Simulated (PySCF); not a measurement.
# Working out the ionisation energy of I

I [Kr] 4d10 5s2 5p5 (2P) → I⁺ [Kr] 4d10 5s2 5p4 (3P). Computed with PySCF 2.14 in dyall-av2z (22s16p12d, 130 functions), with no relativity, point nucleus. Frozen: [Kr] 4d10; the 62 highest virtual orbitals dropped. Energies in hartree (1 hartree = 27.21139 eV):

| part | I (lower) | I⁺ (upper) |
| --- | --- | --- |
| UHF | -6917.975085 | -6917.620457 |
| CCSD correlation | -0.103529 | -0.084453 |
| (T) | -0.002008 | -0.001372 |

Question: What does Hartree-Fock give?

Answer: (-6917.620457) − (-6917.975085) = 0.354628 hartree = 9.650 eV.

Question: What do CCSD and CCSD(T) give?

Answer: The CCSD correlation energies differ by 0.019076 hartree = 0.519 eV and the triples by 0.000636 hartree = 0.017 eV, so CCSD gives 10.169 eV and CCSD(T) 10.186 eV.

Measured between the centres of the two terms (NIST): 10.519 eV, so CCSD(T) (valence) is off by -0.333 eV.

The calculation is non-relativistic.

A double-zeta basis recovers only part of the correlation energy.

What remains against the reference includes basis incompleteness, the frozen core and higher excitations.
